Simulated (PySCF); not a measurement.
Gas-phase XPS of Si(SH)Cl3, computed

Species: Si(SH)Cl3.
Z-matrix (Å and degrees, PBE0-D3(BJ)/def2-SVP geometry), rows numbered from 1:
```
Si
S   1  2.1133
H   2  1.3530  1   93.55
Cl  1  2.0391  2  106.13  3   179.12
Cl  1  2.0467  2  112.37  3    59.66
Cl  1  2.0471  2  112.46  3   -61.32
```

The calculation used delta-SCF UKS SCAN, pcX-2 on the ionised atom, pcseg-1 elsewhere, spin-free X2C (PySCF 2.14.0). Vertical ΔSCF values, vacuum level as zero.

Question: What binding energy does each computed site have?

Answer: 
| atom(s) | environment | level | binding energy (eV) | 2p1/2 (eV) | count |
| --- | --- | --- | --- | --- | --- |
| Si1 | silicon bonded to 3 Cl and S | Si 2p3/2 | 109.86 | 110.48 | 1 |
| Cl4/Cl5/Cl6 | chlorine bonded to Si | Cl 2p3/2 | 206.75 | 208.41 | 3 |
| Si1 | silicon bonded to 3 Cl and S | Si 1s | 1850.05 | – | 1 |
| S2 | sulfur bonded to Si and H | S 1s | 2478.14 | – | 1 |
| Cl4/Cl5/Cl6 | chlorine bonded to Si | Cl 1s | 2829.35 | – | 3 |

Question: Which effective nuclear charge Zeff reproduces each element's mean 1s value in the hydrogen-like formula E = 13.606 eV × Zeff²?

Answer: Si (Z = 14): mean 1850.0 eV, Zeff = 11.66, Z − Zeff = 2.34; S (Z = 16): mean 2478.1 eV, Zeff = 13.50, Z − Zeff = 2.50; Cl (Z = 17): mean 2829.4 eV, Zeff = 14.42, Z − Zeff = 2.58. Means run over the listed sites, weighted by atom count.

Question: Which photon energy gives electrons from Cl 2p3/2 of Cl4/Cl5/Cl6 a kinetic energy of 50 eV, and what is their de Broglie wavelength?

Answer: hν = 206.75 + 50 = 256.75 eV, recoil neglected; λ = 12.264 Å/√(E/eV) = 1.73 Å.

Topologically equivalent atoms share the value of their first member; where this conformer doesn't relate them by symmetry, their own values could differ. Not every level is listed. The 2p values aren't plain energy differences: one relaxed spin-free 2p hole is combined with a matrix within the shell (ground-state 2p orbital-energy differences and spin–orbit coupling). 2p3/2, the mean of its two sublevels, lies a third of the splitting below the shell's mean and 2p1/2 two thirds above it; the statistical areas are 2:1. 2p1/2 minus 2p3/2 (ligand field included): Si 0.63 eV, Cl 1.65 eV. Isolated species at its PBE0-D3(BJ)/def2-SVP geometry, gas phase.
